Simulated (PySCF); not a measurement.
# Electron correlation in O²⁺ (oxygen, charge +2)

[He] 2s1 2p2 3s1, high-spin 5P determinant (an excited configuration). Computed with PySCF 2.14 in aug-cc-pV5Z (7s6p5d4f3g2h, 127 functions), with no relativity, point nucleus. Frozen: 1s2; 4 electrons correlated.

MP2 pair energies summed by pair of shells (mhartree):

```csv
pair,energy,share (%)
2p-2p,-8.22,39.9
2s-2p,-5.97,29.0
2p-3s,-4.62,22.4
2s-3s,-1.77,8.6
```

Total MP2 correlation energy: -20.57 mhartree.

Same-spin part -20.57 and opposite-spin part 0.00 mhartree; SCS-MP2 scales them by 1/3 and 6/5 to -6.86 mhartree.
